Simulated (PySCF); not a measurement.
Delta-SCF ions had no search for a lower state. Excitations are Tamm–Dancoff values on a coarser integration grid. The basis has no diffuse functions, so Rydberg states are missing or too high.

Cartesian coordinates (Å):
SMILES: Br[SiH3]
```xyz
5

Si    -0.1627     0.0025     0.0038
Br     2.0584    -0.0314    -0.0478
H     -0.6670    -1.1952    -0.7032
H     -0.5997    -0.0101     1.4171
H     -0.6291     1.2343    -0.6699
```
Charge 0, multiplicity 1.

Estimate the vertical ionisation energy (Delta-SCF), T1 excitation (TDA) and HOMO that r2SCAN-D4/def2-TZVP run with PySCF returns for this input.


| Property | Value |
|---|---|
| vertical ionisation energy (Delta-SCF) | 10.81 eV |
| T1 excitation (TDA) | 6.29 eV |
| HOMO | -7.55 eV |
